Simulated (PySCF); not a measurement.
A structure optimised at PBE-D3(BJ)/def2-SVP, used in a PySCF frequency run:

```xyz
11

Ga    -0.0584     0.2927     0.0000
F     -1.4484     1.4132     0.0000
C      1.6987     1.1708     0.0000
H      2.5334     0.4439     0.0000
H      1.7837     1.8190    -0.8951
H      1.7837     1.8190     0.8951
C     -0.5722    -1.5930     0.0000
C      0.3522    -2.5767     0.0000
H     -1.6422    -1.8694     0.0000
H      0.0794    -3.6481     0.0000
H      1.4369    -2.3647     0.0000
```

### Question
Write its SMILES, formula and point group.

### Answer
C=[CH][Ga]([CH3])[F], C₃H₆FGa, Cs

### Question
What are its rotational constants (standard atomic weights)?

### Answer
5.1417, 2.5022, 1.7014 GHz
